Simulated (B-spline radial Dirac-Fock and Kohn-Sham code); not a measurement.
**Auger decay of the L3 hole in Cs⁺**

System: the Cs⁺ ion, configuration [Kr] 4d10 5s2 5p6, inside a Watson sphere of charge -1 and radius 2.4 Å (a model of the Madelung potential; inside it an electron's potential energy is raised by 6.0 eV).

These are calculated numbers from a radial B-spline solver; the model is independent-particle rates on relativistic LDA orbitals of the hole state (multipoles up to L = 3, Coulomb Auger matrix elements, transition energies from Dirac-Fock). Kinetic energies are configuration averages from the vacuum level; the two-hole energies are estimated from single-hole states.

```
transition  kinetic energy (eV)  width (meV)  share (%)
   L3-M1M3               2743.6         79.8        3.0
   L3-M2M3               2888.4          135        5.1
   L3-M3M3               2956.2          184        7.0
   L3-M2M5               3160.3         85.0        3.2
   L3-M3M4               3215.9          194        7.4
   L3-M3M5               3232.9          292       11.1
   L3-M4M4               3474.2         29.2        1.1
   L3-M4M5               3487.3          563       21.3
   L3-M5M5               3502.4          376       14.3
   L3-M1N3               3590.7         11.2        0.4
   L3-M3N1               3738.2         17.8        0.7
   L3-M2N3               3741.0         19.6        0.7
   L3-M3N2               3794.5         26.6        1.0
   L3-M3N3               3809.7         63.6        2.4
   L3-M2N5               3838.0         11.5        0.4
   L3-M3N4               3903.6         31.1        1.2
   L3-M3N5               3906.2         46.0        1.7
   L3-M5N2               4070.1         15.7        0.6
   L3-M4N3               4070.8         26.5        1.0
   L3-M5N3               4085.0         44.8        1.7
   L3-M4N5               4167.7         68.9        2.6
   L3-M5N4               4179.2         81.4        3.1
   L3-M5N5               4182.2          103        3.9
   L3-N4N5               4833.5         10.3        0.4
```

The listed channels hold 95 % of the non-radiative rate. Summed by principal shells, of 2.64 eV in all: LMM 74.7 %, LMN 22.2 %, LNN 1.7 %, LMO 1.2 %.
